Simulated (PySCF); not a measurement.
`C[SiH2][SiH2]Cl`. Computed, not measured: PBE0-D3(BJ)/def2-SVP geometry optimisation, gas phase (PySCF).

```
atom  x, y, z in Å
C1     0.7943    1.2640    0.1158
Si2    2.1843    0.3220   -0.7397
Si3    4.2608    1.3598   -0.4218
Cl4    5.6852    0.2490   -1.4563
H5     0.6995    2.2820   -0.2916
H6     0.9765    1.3405    1.1984
H7    -0.1659    0.7463   -0.0327
H8     2.2911   -1.0709   -0.2035
H9     1.9433    0.2386   -2.2139
H10    4.6589    1.4036    1.0177
H11    4.2878    2.7556   -0.9541
```

Question: What is the longest distance between nuclei?

Answer: Cl4···H7, 6.04 Å; the next longest distance is 5.51 Å.

Question: How far apart are these pairs, which share no bond: Si3···H5, Cl4···H8, Cl4···H11, H5···H7, H5···H9, H7···H9, H10···H11?

Answer: Si3···H5 3.681 Å (3 bonds apart); Cl4···H8 3.851 Å (3 bonds apart); Cl4···H11 2.913 Å (2 bonds apart); H5···H7 1.782 Å (2 bonds apart); H5···H9 3.069 Å (3 bonds apart); H7···H9 3.076 Å (3 bonds apart); H10···H11 2.419 Å (2 bonds apart).

Question: Give the dihedral angles H9–Si2–Si3–H11, H6–C1–Si2–H8, C1–Si2–Si3–Cl4, H9–Si2–Si3–H10, H7–C1–Si2–H9, H5–C1–Si2–H9.

Answer: H9–Si2–Si3–H11 62° (synclinal); H6–C1–Si2–H8 61° (synclinal); C1–Si2–Si3–Cl4 -178° (antiperiplanar); H9–Si2–Si3–H10 -176° (antiperiplanar); H7–C1–Si2–H9 61° (synclinal); H5–C1–Si2–H9 -59° (synclinal). Dihedral signs follow IUPAC: positive where, seen along the central bond, the front bond turns clockwise onto the rear one.

Question: What are the angles Si2–C1–H6, H8–Si2–H9, Si3–Si2–H8, C1–Si2–Si3, Si2–Si3–H11, Cl4–Si3–H10, Si2–Si3–H10?

Answer: From the scalar product of the two bond vectors; for Si2–C1–H6 it is -0.7450 Å² over 1.8845 × 1.1005 Å², cos θ = -0.3592. Si2–C1–H6 111.1°; H8–Si2–H9 108.2°; Si3–Si2–H8 107.5°; C1–Si2–Si3 111.8°; Si2–Si3–H11 112.4°; Cl4–Si3–H10 108.2°; Si2–Si3–H10 112.3°.

Question: What is the repulsion energy of the bare nuclei, Σ ZA·ZB/RAB?

Answer: 262.03 Eh over 55 pairs, with full nuclear charges and distances in bohr; the largest single term is 60.50 Eh (Si3 with Cl4).

Question: Write the matrix of distances between heavy atoms (Å, lower triangle).

Answer: 
```
C1    0.000
Si2   1.885  0.000
Si3   3.509  2.343  0.000
Cl4   5.237  3.574  2.082  0.000
```

No frequency check. One conformer, not necessarily the lowest.

The run took 63 s of wall time on an Intel Xeon Platinum 8488C with one thread, shared host, and the process peaked at 0.43 GiB of memory. These figures are those of the optimisation.
